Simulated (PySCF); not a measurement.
# Static response to an electric field

C7H5N3.
Atom-mapped SMILES: `[CH:1]#[C:2][c:3]1[n:4][cH:5][c:6]([CH:7]=[CH2:8])[n:9][n:10]1` (hydrogens: H11 on C1; H12 on C5; H13 on C7; H14, H15 on C8)

Geometry (GFN2-xTB, Å), atoms numbered from 1 in this order:
```xyz
15
C7H5N3 angstrom
C      4.1979    1.1156    0.1359
C      3.0497    0.7648    0.1308
C      1.6957    0.3501    0.1255
N      1.4419   -0.9619   -0.0053
C      0.1748   -1.2981   -0.0056
C     -0.8368   -0.3268    0.1245
C     -2.2466   -0.6744    0.1273
C     -3.2141    0.2275    0.2477
N     -0.4843    0.9553    0.2505
N      0.7616    1.2915    0.2506
H      5.2010    1.4248    0.1409
H     -0.0515   -2.3526   -0.1088
H     -2.4650   -1.7293    0.0245
H     -2.9753    1.2724    0.3482
H     -4.2535   -0.0509    0.2488
```

Level: PBE0/def2-SVPD (PySCF), static field, nuclei fixed, core orbitals frozen in the response. The polarisability tensor in these axes (au):

```
x   189.98  15.25  -2.11
y    15.25  90.77   3.24
z    -2.11   3.24  56.23
```

What are the eigenvalues, a third of the trace, and Δα (Δα² = ½Σ(αi − αj)² over the three pairs)?

Principal values 55.83, 88.85 and 192.29 au; mean 112.32 au = 16.64 Å³ = 18.52 × 10⁻⁴⁰ C²·m²/J; Δα = 123.31 au (110 % of the mean).

What is the dipole moment, and where does it point?

(-1.19, -2.07, -0.19) D, 2.40 D in size, pointing from the negative to the positive side. Measured along this direction, the outermost atoms are H11 at the negative end and H13 at the positive end.

Sum over states: ᾱ = Σ f/ω², ω in Eh. What share falls to these 8 lowest TDDFT singlets (eV, f)? 2.76, 0.0020; 3.21, 0.0018; 4.25, 0.2417; 4.74, 0.0000; 4.78, 0.5051; 5.20, 0.0002; 5.40, 0.0003; 5.46, 0.0134.

They add up to 26.99 au, 24.0 % of the 112.32 au; the largest single term is 16.40 au, from the state at 4.78 eV. Terms in order: 0.20, 0.13, 9.92, 0.00, 16.40, 0.00, 0.01, 0.33 au. Higher excitations give the rest. The strengths listed sum to 0.764.

In a dilute gas of rigid molecules at 400 K, how does the orientational term μ²/3kT compare with the electronic polarisability?

In Gaussian units μ²/3kT = 34.66 Å³ against 16.64 Å³, a ratio of 2.08; the Debye molar polarisation (4π/3)N_A(α + μ²/3kT) is 129.4 cm³/mol, leaving out the vibrational part.

What depolarisation ratio follows for Rayleigh scattering of linearly polarised light, taking the static tensor?

ρ = 3Δα²/(45ᾱ² + 4Δα²) = 45614.2/(567748 + 60819.0) = 0.0726.

Refractivity n − 1 of an ideal gas of it at 400 K and 1 atm, from the electronic α?

N = p/kT = 1.8347 × 10¹⁹ cm⁻³, so n − 1 = 2π × N × 16.64 × 10⁻²⁴ cm³ = 1919 × 10⁻⁶ at long wavelengths, for an ideal gas.

Along which axes do the principal values lie, and how far do the nuclei extend along each?

Largest value along (0.99, 0.15, -0.01), where the nuclei span 9.57 Å; middle along (-0.15, 0.98, 0.11), 4.04 Å; least along (0.03, -0.10, 0.99), 0.00 Å. The response follows the extents in order.

Isolated species at its GFN2-xTB geometry (one conformer only).

The run behind these numbers computed excited states as well. Time: 71 s (grids of density and orbitals included); peak memory 1.1 GiB. Hardware: one thread, Arm Neoverse V1 (aarch64), no GPU, on a shared host.
